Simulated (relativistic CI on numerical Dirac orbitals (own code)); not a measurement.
## One change at a time: Lu46+

Base calculation: Dirac-Coulomb-Breit CI, separate exchange-only KLI orbitals for each configuration, a model potential for QED, unscaled Slater integrals.

Configuration list (outside the closed core [Ne]): 3s²3p⁶3d⁷, 3s²3p⁵3d⁸, 3s²3p⁴3d⁹, 3s3p⁶3d⁸, 3p⁶3d⁹, 3s3p⁵3d⁹, 3s²3p⁶3d⁶4s, 3s²3p⁶3d⁶4p, 3s²3p⁴3d⁸4s, 3s²3p⁶3d⁶4d, 3s²3p⁴3d⁸4p, 3s²3p⁵3d⁷4s, 3s²3p⁶3d⁶4f, 3s²3p⁴3d⁸4d, 3s3p⁵3d⁸4s, 3s²3p⁵3d⁷4p, 3s3p⁵3d⁸4p, 3s²3p⁵3d⁷4d, 3s²3p⁶3d⁵4s², 3s3p⁵3d⁸4d, 3s3p⁶3d⁷4s, 3p⁶3d⁸4s, 3s²3p⁶3d⁵4s4p, 3s²3p⁵3d⁷4f, 3p⁶3d⁸4p, 3s3p⁶3d⁷4p, 3s²3p⁶3d⁶5s, 3s²3p⁶3d⁵4p², 3s²3p⁶3d⁶5p, 3p⁶3d⁸4d, 3s²3p⁵3d⁶4s², 3s²3p⁶3d⁶5d, 3s²3p⁶3d⁶5f, 3s3p⁶3d⁶4s², 3s²3p⁵3d⁷5s, 3s²3p⁶3d⁶6s. Levels of other configurations are missing.

Variants: (1) valence Slater integrals scaled by 0.9; (2) Breit term removed; (3) one mean potential for all configurations. Shifts of the energy above 3s²3p⁶3d⁷ ⁴F9/2, in eV, for the lowest level and the first level of each name with at least 55 % of one term (blank where a level changes its place among those of its configuration and J or its character, or is not in the variant):

| Level | Base | Δ(1) | Δ(2) | Δ(3) |
| --- | --- | --- | --- | --- |
| 3s²3p⁶3d⁷ ⁴F9/2 | 0.000 | 0.000 | 0.000 | 0.000 |
| 3s²3p⁶3d⁷ ⁴F7/2 | 53.108 | +0.348 | +0.825 | +0.010 |
| 3s²3p⁶3d⁷ ⁴P5/2 | 64.580 | -0.668 | +0.526 | +0.010 |
| 3s²3p⁶3d⁷ ²H11/2 | 67.996 | -1.338 | +2.161 | +0.010 |
| 3s²3p⁶3d⁷ ²F5/2 | 79.132 | -2.355 | +0.652 | +0.009 |
| 3s²3p⁶3d⁷ ²D3/2 | 95.984 | -3.701 | +0.111 | +0.010 |
| 3s²3p⁶3d⁷ ⁴F5/2 | 113.500 | -0.141 | +1.750 | +0.020 |
| 3s²3p⁵3d⁸ ⁴G°11/2 | 376.861 | +2.002 | +2.833 | -0.128 |
| 3s²3p⁵3d⁸ ²D°5/2 | 388.196 | +0.956 | +1.940 | -0.127 |
| 3s²3p⁵3d⁸ ²F°7/2 | 389.255 | +0.880 | +2.065 | -0.127 |
| 3s²3p⁵3d⁸ ⁴F°9/2 | 395.922 | +0.112 | +2.554 | -0.123 |
| 3s²3p⁵3d⁸ ⁴G°9/2 | 438.717 | +1.218 | +3.751 | -0.127 |
| 3s²3p⁵3d⁸ ²H°11/2 | 460.311 | -1.213 | +4.459 | -0.126 |
| 3s²3p⁵3d⁸ ²G°7/2 | 462.645 | -1.127 | +3.857 | -0.124 |

At this charge energies of transitions that change n are usually good to better than 1 %, and those within a shell (Δn = 0) to a few per cent.

Ionisation energy from the two ground configurations alone: base 3960.15 eV; Breit term removed 3962.02 eV. The NIST ASD value (theoretical) is 3960 eV.

LS names give the leading component of a level, which can be under half, so a name can repeat, a term be missing and a line seem to break the LS rules.
